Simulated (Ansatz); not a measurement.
Stepwise reaction of `C[SiH2][SiH](Cl)Cl` with water, as a gas-phase model of exchange steps in deposition or etching. ΔE in kJ/mol.

Calculated with Ansatz (gas phase, PBE0-D4/def2-TZVP geometries, no zero-point term in ΔE). CCSD(T)/CBS is the MP2 limit (def2-TZVPP, def2-QZVPP) plus CCSD(T) − MP2 in def2-TZVPP, frozen cores. This one scheme is used for every species. Functionals use def2-TZVPP. B3LYP here is the variant with VWN-RPA as its local correlation; programs differ in this. One conformer a species, not always the lowest.

| step | reaction | PBE-D4 | B3LYP-D4 | ωB97M-V | CCSD(T)/CBS |
| --- | --- | --- | --- | --- | --- |
| 1 | `C[SiH2][SiH](Cl)Cl` + H₂O → `C[SiH2][SiH](O)Cl` + HCl | 7.8 | 0.3 | 1.6 | 4.1 |
| 2 | `C[SiH2][SiH](O)Cl` + H₂O → `C[SiH2][SiH](O)O` + HCl | 16.4 | 9.8 | 10.5 | 11.9 |

Problem. By hand: ΔE of the 2 steps together at CCSD(T)/CBS.

Solution. (4.1) + (11.9) = 16.0 kJ/mol, or 8.0 kJ/mol a step.

In ΔE each step is higher than the one before. PBE-D4 differs from CCSD(T)/CBS by 3.7 to 4.5 kJ/mol a step. Isolated molecules leave out the surface, adducts and barriers. Largest T1 diagnostic: 0.012.
